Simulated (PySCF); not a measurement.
Two-dimensional NMR puzzle

Compound of formula C₇H₉NOSi. Correlations simulated from computed shifts and the bond graph:

HSQC (one-bond C–H):
```tsv
δH	δC
9.67	197.0
7.90	154.6
6.58	137.2
6.39	151.5
2.10	9.7
```

COSY cross peaks (H two or three bonds apart, from the bond graph; peaks can be absent where the dihedral angle is near 90°):
```tsv
δH	δH
7.90	6.58
7.90	6.39
6.58	4.97
```

HMBC (two and three bonds, from the bond graph):
```tsv
δH	δC
9.67	151.5, 148.9, 9.7
7.90	151.5, 148.9, 137.2
6.58	154.6, 151.5, 123.0
6.39	197.0, 154.6, 148.9, 137.2, 9.7
4.97	154.6, 137.2, 123.0
2.10	197.0, 151.5, 148.9
```

Carbons without hydrogens: δ 148.9, 123.0.

- geometry from GFN2-xTB
- shieldings: GIAO PBE0/pcSseg-1
- program: PySCF 2.14
- a single conformation, non-relativistic, fast rotation and ring inversion assumed for equivalent nuclei, isolated molecule

References, each an isolated molecule treated in the same way: 1H (σref 31.72), 13C (σref 186.93) vs TMS.

Exchangeable hydrogens are left out of these lists.

Task: Which molecule is this?

Result: `C/C(C=O)=C\C=C/[SiH2]C#N`.

Mapped SMILES: `[CH3:1]/[C:2]([CH:3]=[O:4])=[CH:5]\[CH:6]=[CH:7]/[SiH2:8][C:9]#[N:10]` (H(Xn): hydrogen on atom n).

δC 197.0 is C3, an aldehyde carbonyl carbon (δH 9.67). δC 154.6 is C6, an alkene CH (δH 7.90). δC 151.5 is C5, a β carbon of a C=C–C=O unit (δH 6.39). δC 148.9 is C2, an α carbon of a C=C–C=O unit. δC 137.2 is C7, an alkene CH (δH 6.58). δC 123.0 is C9, a nitrile carbon. δC 9.7 is C1, an allylic methyl carbon (δH 2.10). HMBC from δH 9.67 reaches the proton-free carbon C2. HMBC from δH 7.90 reaches the proton-free carbon C2. HMBC from δH 6.58 reaches the proton-free carbon C9. HMBC from δH 6.39 reaches the proton-free carbon C2. COSY links 7.90–6.58, 7.90–6.39, 6.58–4.97.

This is the structure that produced the data.

Shifts are as computed. Against solution values, carbons near 30 ppm lie about +3 ppm off and those near 130 ppm about +5 ppm. Of 1211 compounds with measured shifts, 218 miss one by over three times the rms of a fit or turn the order of signals round; such compounds aren't used in these exercises.
